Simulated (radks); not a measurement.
The bromine anion Br-, [Kr], held by a Watson sphere: a shell of charge +0.97 at radius R that stands for the Madelung well of a crystal (potential energy -0.97/R inside, -0.97/r outside, in hartree with lengths in bohr). Calculated with a radial shooting solver on a logarithmic mesh with Libxc functionals: scalar-relativistic Kohn-Sham, LDA (Slater exchange, Perdew-Wang correlation), spin-unpolarised, spherical densities, finite nucleus; Fermi nuclear charge, rms radius of each element as measured or else 0.836 A^(1/3) + 0.57 fm. Response by self-consistent Sternheimer equations with the Hartree and adiabatic LDA kernel, the relativistic mass of each level held fixed and spin-orbit coupling left out. The sphere does not respond.

R (bohr)  e(3d) (eV)  e(4s) (eV)  e(4p) (eV)  <r> 4p (bohr)  sum of <r^2> (bohr^2)  X-ray form factor at sin(theta)/lambda = 0.2 1/angstrom  alpha (bohr^3)
2.39         -65.419     -19.930      -8.000          2.148                  46.85                                                   27.860           26.10
4.31         -63.615     -17.459      -5.705          2.284                  52.19                                                   27.736           42.30
4.35         -63.579     -17.419      -5.665          2.286                  52.25                                                   27.735           42.60
5.18         -62.892     -16.683      -4.920          2.307                  53.27                                                   27.733           48.24

Estimate the row for R = 2.99 bohr.

Answer. e(3d) (eV) -64.868; e(4s) (eV) -19.025; e(4p) (eV) -7.236; <r> 4p (bohr) 2.209; sum of <r^2> (bohr^2) 49.08; X-ray form factor at sin(theta)/lambda = 0.2 1/angstrom 27.780; alpha (bohr^3) 31.16.
